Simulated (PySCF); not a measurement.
**Radial density of Si⁺ (silicon, charge +1)**

UHF, [Ne] 3s2 3p1, 2P determinant. All numbers are calculated (PySCF 2.14, the non-relativistic Hamiltonian (point nucleus), in aug-cc-pV(5+d)Z).

```tsv
r (bohr)	4πr²ρ (e/bohr)	4πr²(ρα − ρβ)
0.00182	0.07022	0.0000
0.00307	0.1919	0.0000
0.00516	0.5120	0.0000
0.00868	1.313	0.0000
0.0146	3.148	-0.0001
0.0246	6.750	0.0000
0.0413	12.01	0.0006
0.0695	15.76	0.0045
0.117	13.30	0.0203
0.197	9.595	0.0586
0.331	13.42	0.0857
0.556	11.90	0.0217
0.936	3.310	0.0387
1.57	1.609	0.3783
2.65	0.9931	0.3747
4.45	0.09442	0.0547
7.49	0.0006372	0.0005
```
